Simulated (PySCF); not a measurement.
**How methods differ on the ionisation energy of Kr²⁺**

Kr²⁺ [Ar] 3d10 4s2 4p4 (3P) → Kr³⁺ [Ar] 3d10 4s2 4p3 (4S), as a difference of total energies. Computed with PySCF 2.14 in pcseg-2 (6s5p3d1f, 43 functions), with no relativity, point nucleus. Correlated levels: valence: [Ar] 3d10 frozen. The calculations carry no spin-orbit coupling.

| method | ionisation energy (eV) |
| --- | --- |
| UHF | 34.319 |
| M06-2X | 35.316 |
| PBE | 35.513 |
| MP2 (valence) | 35.005 |
| SCS-MP2 (valence) | 35.074 |
| CCSD (valence) | 35.123 |
| CCSD(T) (valence) | 35.145 |

How much does correlation contribute at CCSD(T) (valence)?

35.145 − (34.319) = 0.826 eV, measured against UHF.

These non-relativistic numbers lack the scalar-relativistic shift.

The reference lies between the lowest fine-structure levels, while these numbers refer to the centres of the terms.

Errors of the correlated levels include the incompleteness of this basis and the frozen core.

For comparison: 35.838 ± 0.02 eV (measured; NIST Atomic Spectra Database, ionization energies).
